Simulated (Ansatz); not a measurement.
Members of the series SiXY, Y = methyl; each row names its spin state. Isolated molecules, 0 K electronic values unless said otherwise. One relaxed conformer stands for each flexible species; it need not be the lowest. Strings in code marks are SMILES.

Quantity: adiabatic spin-state energy, in kcal/mol. HF references are unrestricted for open shells and restricted for singlets.

Case: `C[Si]S`: multiplicity 3 minus multiplicity 1. The other species in the difference include `C[Si]S` (C–Si–S–H torsion 0°) (neutral, multiplicity 1). Geometry of `[Si](S)C` (neutral, multiplicity 3, Å):

```xyz
7

C     -1.1283     0.1348     0.1323
Si     0.4130    -0.7536     0.8188
S      2.2146    -0.6963    -0.3269
H     -1.9798    -0.0649     0.7833
H     -1.3508    -0.2356    -0.8694
H     -0.9539     1.2111     0.0942
H      2.7851     0.4045     0.2076
```

### Question
What is the computed adiabatic spin-state energy (frozen-core CCSDT(Q)/6-31g // B3LYP-D3(BJ)/def2-TZVP (Ansatz, an electronic-structure program))?

### Answer
29.4 kcal/mol.
